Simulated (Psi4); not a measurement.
B$_{2}$O$_{2}$, triplet (typed; the unrestricted solution is spin-contaminated), geometry from GFN2-xTB (a higher spin typed on purpose: for a closed-shell molecule this is an excited state), atoms displaced at random by about 0.03 Å a coordinate; HF/6-31G, gradient (Psi4).

Input for Psi4:
```
memory 2 GB

molecule mol {
0 3
O    -1.828650   -0.056965   -0.413499
B    -0.829759    0.060184    0.252692
B     0.804581   -0.014434   -0.269789
O     1.831545   -0.030188    0.404220
symmetry c1
no_reorient
no_com
}

set {
  basis 6-31g
  reference uhf
}

gradient('scf')
print_variables()
```

It wrote (shortened):

```
gradient() will perform analytic gradient computation.

   => Loading Basis Set <=

    Name: 6-31G
    Role: ORBITAL
    Keyword: BASIS

         ---------------------------------------------------------
                                   SCF
               by Justin Turney, Rob Parrish, Andy Simmonett
                          and Daniel G. A. Smith
                              UHF Reference
         ---------------------------------------------------------

  ==> Geometry <==

    Molecular point group: c1
    Full point group: C1

    Geometry (in Angstrom), charge = 0, multiplicity = 3:

       Center              X                  Y                   Z               Mass
    ------------   -----------------  -----------------  -----------------  -----------------
         O           -1.828650000000    -0.056965000000    -0.413499000000    15.994914619570
         B           -0.829759000000     0.060184000000     0.252692000000    11.009305360000
         B            0.804581000000    -0.014434000000    -0.269789000000    11.009305360000
         O            1.831545000000    -0.030188000000     0.404220000000    15.994914619570

  Running in c1 symmetry.

  Rotational constants: A =      4.40379  B =      0.13480  C =      0.13094 [cm^-1]
  Rotational constants: A = 132022.31052  B =   4041.31251  C =   3925.59808 [MHz]
  Nuclear repulsion =   67.471006201266732

  Charge       = 0
  Multiplicity = 3
  Electrons    = 26
  Nalpha       = 14
  Nbeta        = 12

  ==> Algorithm <==

  SCF Algorithm Type is DF.
  DIIS enabled.
  MOM disabled.
  Fractional occupation disabled.
  Guess Type is SAD.
  Energy threshold   = 1.00e-08
  Density threshold  = 1.00e-08
  Integral threshold = 1.00e-12

  ==> Primary Basis <==

  Basis Set: 6-31G
    Blend: 6-31G
    Number of shells: 20
    Number of basis functions: 36
    Number of Cartesian functions: 36
    Spherical Harmonics?: false
    Max angular momentum: 1

   => Loading Basis Set <=

    Name: (6-31G AUX)
    Role: JKFIT
    Keyword: DF_BASIS_SCF

  ==> Integral Setup <==

  SCF_SUBTYPE=INCORE selected. In-core MEM_DF algorithm will be used.
  Using in-core AOs.

  ==> MemDFJK: Density-Fitted J/K Matrices <==

    J tasked:                   Yes
    K tasked:                   Yes
    wK tasked:                   No
    Algorithm:                 Core
    Schwarz Cutoff:           1E-12
    Mask sparsity (%):       1.6975
    Fitting Condition:        1E-10

   => Auxiliary Basis Set <=

  Basis Set: (6-31G AUX)
    Blend: CC-PVDZ-JKFIT
    Number of shells: 96
    Number of basis functions: 324
    Number of Cartesian functions: 324
    Spherical Harmonics?: false
    Max angular momentum: 3

  Minimum eigenvalue in the overlap matrix is 8.4127335217E-03.
  Reciprocal condition number of the overlap matrix is 2.2065652601E-03.
    Using symmetric orthogonalization.

  ==> Pre-Iterations <==

  SCF Guess: Superposition of Atomic Densities via on-the-fly atomic UHF (no occupation information).

   -------------------------
    Irrep   Nso     Nmo
   -------------------------
     A         36      36
   -------------------------
    Total      36      36
   -------------------------

  ==> Iterations <==

                           Total Energy        Delta E     RMS |[F,P]|

   @DF-UHF iter SAD:  -197.54107365977609   -1.97541e+02   0.00000e+00
   @DF-UHF iter   1:  -198.65217580333510   -1.11110e+00   1.85303e-02 DIIS/ADIIS
   @DF-UHF iter   2:  -198.65413089709935   -1.95509e-03   2.07491e-02 DIIS/ADIIS
   @DF-UHF iter   3:  -198.87539912893084   -2.21268e-01   1.62218e-03 DIIS/ADIIS
   @DF-UHF iter   4:  -198.88335362799910   -7.95450e-03   1.00090e-03 DIIS/ADIIS
   @DF-UHF iter   5:  -198.88704014346976   -3.68652e-03   8.03698e-04 DIIS/ADIIS
   @DF-UHF iter   6:  -198.89008098219293   -3.04084e-03   7.18453e-04 DIIS/ADIIS
   @DF-UHF iter   7:  -198.89421725222519   -4.13627e-03   6.53155e-04 DIIS/ADIIS
   @DF-UHF iter   8:  -198.89583334627227   -1.61609e-03   7.02904e-04 DIIS/ADIIS
   @DF-UHF iter   9:  -198.89336687136137    2.46647e-03   4.53154e-04 DIIS/ADIIS
   @DF-UHF iter  10:  -198.89429414966474   -9.27278e-04   2.59953e-04 DIIS/ADIIS
   @DF-UHF iter  11:  -198.89468876718144   -3.94618e-04   1.23347e-04 DIIS/ADIIS
   @DF-UHF iter  12:  -198.89473493575596   -4.61686e-05   8.05459e-05 DIIS
   @DF-UHF iter  13:  -198.89476589932514   -3.09636e-05   3.36486e-05 DIIS
   @DF-UHF iter  14:  -198.89476945843680   -3.55911e-06   1.27290e-05 DIIS
   @DF-UHF iter  15:  -198.89477001696102   -5.58524e-07   6.04423e-06 DIIS
   @DF-UHF iter  16:  -198.89477016864666   -1.51686e-07   4.14718e-06 DIIS
   @DF-UHF iter  17:  -198.89477024819996   -7.95533e-08   2.83695e-06 DIIS
   @DF-UHF iter  18:  -198.89477031554057   -6.73406e-08   1.96128e-06 DIIS
   @DF-UHF iter  19:  -198.89477035573191   -4.01913e-08   1.21378e-06 DIIS
   @DF-UHF iter  20:  -198.89477037467870   -1.89468e-08   7.96385e-07 DIIS
   @DF-UHF iter  21:  -198.89477038157784   -6.89914e-09   6.56660e-07 DIIS
   @DF-UHF iter  22:  -198.89477038677003   -5.19219e-09   5.22133e-07 DIIS
   @DF-UHF iter  23:  -198.89477039007278   -3.30274e-09   4.29701e-07 DIIS
   @DF-UHF iter  24:  -198.89477039361407   -3.54129e-09   3.28891e-07 DIIS
   @DF-UHF iter  25:  -198.89477039644657   -2.83251e-09   2.21657e-07 DIIS
   @DF-UHF iter  26:  -198.89477039767840   -1.23183e-09   1.39310e-07 DIIS
   @DF-UHF iter  27:  -198.89477039790938   -2.30983e-10   6.80128e-08 DIIS
   @DF-UHF iter  28:  -198.89477039795764   -4.82601e-11   2.82362e-08 DIIS
   @DF-UHF iter  29:  -198.89477039796247   -4.83169e-12   1.51801e-08 DIIS
   @DF-UHF iter  30:  -198.89477039796378   -1.30740e-12   9.50469e-09 DIIS
  Energy and wave function converged.

  ==> Post-Iterations <==

   @Spin Contamination Metric:   1.046098665E-01
   @S^2 Expected:                2.000000000E+00
   @S^2 Observed:                2.104609867E+00
   @S   Expected:                1.000000000E+00
   @S   Observed:                1.000000000E+00

    Orbital Energies [Eh]
    ---------------------

    Alpha Occupied:

[...]
    Alpha Virtual:

[...]
      36A      1.904042

    Beta Occupied:

[...]
    Beta Virtual:

[...]
    Final Occupation by Irrep:
              A
    DOCC [    12 ]
    SOCC [     2 ]
    NA   [    14 ]
    NB   [    12 ]

  @DF-UHF Final Energy:  -198.89477039796378

   => Energetics <=

    Nuclear Repulsion Energy =             67.4710062012667322
    One-Electron Energy =                -405.3511578929984012
    Two-Electron Energy =                 138.9853812937678867
    Total Energy =                       -198.8947703979637822

  UHF NO Occupations:
  HONO-2 :   12  A 1.9697117
  HONO-1 :   13  A 1.0000000
  HONO-0 :   14  A 1.0000000
  LUNO+0 :   15  A 0.0302883
  LUNO+1 :   16  A 0.0212420
  LUNO+2 :   17  A 0.0003827
  LUNO+3 :   18  A 0.0003395

Computation Completed

Properties will be evaluated at   0.000000,   0.000000,   0.000000 [a0]

Properties computed using the SCF density matrix

 Multipole Moments:

 ------------------------------------------------------------------------------------
     Multipole            Electronic (a.u.)      Nuclear  (a.u.)        Total (a.u.)
 ------------------------------------------------------------------------------------

 L = 1.  Multiply by 2.5417464519 to convert [e a0] to [Debye]
 Dipole X            :          0.0942808           -0.1941316           -0.0998508
 Dipole Y            :          0.9676250           -0.8852876            0.0823375
 Dipole Z            :          0.2733808           -0.3018214           -0.0284406
 Magnitude           :                                                    0.1325085

 ------------------------------------------------------------------------------------

         ------------------------------------------------------------
                                   SCF GRAD
                          Rob Parrish, Justin Turney,
                       Andy Simmonett, and Alex Sokolov
         ------------------------------------------------------------

  ==> Geometry <==

    Molecular point group: c1
    Full point group: C1

    Geometry (in Angstrom), charge = 0, multiplicity = 3:

       Center              X                  Y                   Z               Mass
    ------------   -----------------  -----------------  -----------------  -----------------
         O           -1.828650000000    -0.056965000000    -0.413499000000    15.994914619570
         B           -0.829759000000     0.060184000000     0.252692000000    11.009305360000
         B            0.804581000000    -0.014434000000    -0.269789000000    11.009305360000
         O            1.831545000000    -0.030188000000     0.404220000000    15.994914619570

  Nuclear repulsion =   67.471006201266732

  ==> Basis Set <==

  Basis Set: 6-31G
    Blend: 6-31G
    Number of shells: 20
    Number of basis functions: 36
    Number of Cartesian functions: 36
    Spherical Harmonics?: false
    Max angular momentum: 1

  ==> DFJKGrad: Density-Fitted SCF Gradients <==

    Gradient:                    1
    J tasked:                  Yes
    K tasked:                  Yes
    wK tasked:                  No
    Integrals threads:           1
    Schwarz Cutoff:          1E-12
    Fitting Condition:       1E-10

   => Auxiliary Basis Set <=

  Basis Set: (6-31G AUX)
    Blend: CC-PVDZ-JKFIT
    Number of shells: 96
    Number of basis functions: 324
    Number of Cartesian functions: 324
    Spherical Harmonics?: false
    Max angular momentum: 3

  -Total Gradient:
     Atom            X                  Y                   Z
    ------   -----------------  -----------------  -----------------
       1        0.086358737354     0.008740727994     0.052781144613
       2       -0.083984621442    -0.008255221308    -0.046994319973
       3        0.044125471857    -0.000794560052     0.018996846311
       4       -0.046499587769     0.000309053367    -0.024783670952

  Variable Map:
  ----------------------------------------------------------------------------
[...]
  Array Variable Map:
  ----------------------------------------------------------------------------
[...]
[...]
```
